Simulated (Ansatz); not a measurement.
Start from `[F][In-]1([Cl])[O]C=CC=[O+]1` and change one atom or group to get `[OH][Ti-]1([F])([F])[O]C=CC=[O+]1`.

Ansatz, PBE0-D4/def2-TZVP geometries, multiplicity 1. Each molecule was computed in one conformer, which needn't be the lowest.

Elements past krypton have def2 core potentials. Scalar relativity is left out up to krypton.

| property | `[F][In-]1([Cl])[O]C=CC=[O+]1` |
| --- | --- |
| HOMO–LUMO gap (ωB97M-V/def2-TZVPP) / eV | 9.66 |
| LUMO energy (B3LYP/def2-TZVPP) / eV | -2.85 |
| LUMO energy (ωB97M-V/def2-TZVPP) / eV | -0.50 |
| HOMO energy (ωB97M-V/def2-TZVPP) / eV | -10.16 |
| HOMO–LUMO gap (B3LYP/def2-TZVPP) / eV | 5.01 |
| HOMO energy (PBE0/def2-TZVPP) / eV | -8.07 |

Question: Give the same properties after the change, and the shifts. (An estimate is asked.)

Answer: Computed: 
```csv
property,`[OH][Ti-]1([F])([F])[O]C=CC=[O+]1`,shift
HOMO–LUMO gap (ωB97M-V/def2-TZVPP) / eV,9.55,-0.11
LUMO energy (B3LYP/def2-TZVPP) / eV,-2.90,-0.05
LUMO energy (ωB97M-V/def2-TZVPP) / eV,-0.50,0.00
HOMO energy (ωB97M-V/def2-TZVPP) / eV,-10.05,0.11
HOMO–LUMO gap (B3LYP/def2-TZVPP) / eV,4.85,-0.16
HOMO energy (PBE0/def2-TZVPP) / eV,-7.95,0.12
```

The zero-point energy changes by 40.4 kJ/mol with +6 modes.

B3LYP here is the variant with VWN-RPA as its local correlation; programs differ in this.
